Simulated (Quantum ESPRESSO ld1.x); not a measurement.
Species: Cl16+. Configuration: 1s1 (the NIST ground configuration). Calculated with ld1.x of Quantum ESPRESSO 7.5: non-relativistic Kohn-Sham, PBE, spin-unpolarised, spherical densities, point nucleus; without spin polarisation the odd electron is poorly described.

Normalised radial functions P(r) = r R(r), r in bohr:

r             1s
0.005006  0.6431
0.005827  0.7382
0.006784  0.8455
0.007897  0.9658
0.009194  1.0998
0.0107    1.2478
0.01246   1.4098
0.01451   1.5850
0.01689   1.7719
0.01966   1.9676
0.0227    2.1576
0.02643   2.3573
0.03077   2.5490
0.03582   2.7230
0.0417    2.8684
0.04855   2.9725
0.05652   3.0224
0.06579   3.0059
0.0766    2.9137
0.08917   2.7411
0.1038    2.4909
0.1208    2.1740
0.1396    1.8304
0.1625    1.4480
0.1892    1.0756
0.2202    0.7425
0.2563    0.4706
0.2984    0.2700
0.3474    0.1379

1s: eigenvalue -3792.6 eV, 0 radial nodes, <r> = 0.0887 bohr, 90 % of the charge inside 0.158 bohr.
